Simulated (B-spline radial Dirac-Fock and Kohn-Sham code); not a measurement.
## Kohn-Sham estimates against Dirac-Fock for the levels of Mn

System: neutral manganese, configuration [Ar] 3d4 4s2 4p1 (not the ground configuration).

The density-functional columns are spherical, spin-unpolarised Dirac-Kohn-Sham results without Breit or QED terms: −ε is minus the orbital energy of the initial state and ΔSCF the difference of two total energies. The reference in the last column comes from ΔSCF Dirac-Fock with Breit, self-energy and vacuum polarisation, finite nucleus, configuration average. All numbers are from an atomic code on a B-spline grid, in eV; a selection of levels is shown. The Kohn-Sham columns are given as differences from the reference.

```tsv
level	LDA −ε − DF	LDA ΔSCF − DF	Dirac-Fock
K (1s)	-138.8	+9.6	6559.6
L1 (2s)	-44.8	-20.9	795.1
L2 (2p1/2)	-29.2	-0.6	674.0
L3 (2p3/2)	-29.5	-1.2	663.8
M1 (3s)	-16.4	-8.1	109.0
M2 (3p1/2)	-9.2	-1.2	71.65
M3 (3p3/2)	-9.3	-1.3	70.37
M4,5 (3d)	-5.2	+1.9	18.45
N1 (4s)	-1.8	+1.7	9.11
N2,3 (4p)	-2.4	+0.4	5.08
```

Values without a named source are computed, but for edge energies of neutral atoms, which are taken from tables.
